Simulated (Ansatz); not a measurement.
**Energy profile**

The step: BSiH₃F₂ ([F][B]([F])[SiH3]) + HCl → BSiH₂ClF₂ ([F][B]([F])([SiH2])[Cl]) + H₂; bonds formed: B1–Cl6, Si2–H5, H5–H9; bonds broken: Si2–H9, H5–Cl6 (atoms numbered as in the saddle structure below).

```xyz
9
angstrom
B -0.4523 -1.1270 0.3887
Si -0.3467 0.9468 0.0932
F -1.2453 -1.7315 -0.5253
F -0.6561 -1.4797 1.6756
H 1.1550 0.2163 -0.7663
Cl 1.4475 -1.4795 -0.0921
H -1.1800 1.7914 -0.8091
H 0.3368 1.8438 1.0613
H 0.9413 1.0193 -1.0261
```

Electronic energies by CCSD(T) at an estimated basis limit (MP2 extrapolated from triple and quadruple zeta, plus CCSD(T) − MP2 in triple zeta), on PBE0-D4/def2-TZVP structures; BSiH$_{4}$ClF$_{2}$, closed shell; no counterpoise correction. Program: Ansatz 0.2.0. Basis: def2-TZVPP and def2-QZVPP. Cores are frozen in the correlated methods. Extrapolation: Hartree–Fock as exp(−7.88 √X), correlation as X^−2.97.

(1) Give the profile in kcal/mol, counted from the separated reactants. (To be estimated.)

T1 diagnostic: at most 0.016.

Answers

(1) By the calculation:
```tsv
point	kcal/mol
separated: BSiH$_{3}$F$_{2}$ (linked as [F][B]([F])[SiH3]; B1, Si2, F3, F4, H7, H8, H9; singlet) + HCl (H5, Cl6; singlet)	0.00
start structure	-2.57
saddle	28.13
end structure	25.66
separated: BClF$_{2}$ (linked as [F][B]([F])[Cl]; B1, F3, F4, Cl6; singlet) + SiH$_{4}$ (Si2, H5, H7, H8, H9; singlet)	30.67
```

For scale, one of the runs: CCSD(T)/def2-TZVPP, 233 basis functions (an equivalent command: `ansatz run in.yaml --threads 4`). Time: 2.2 min of wall clock on 4 CPU threads; the host was shared. Peak host memory: 4.1 GiB.
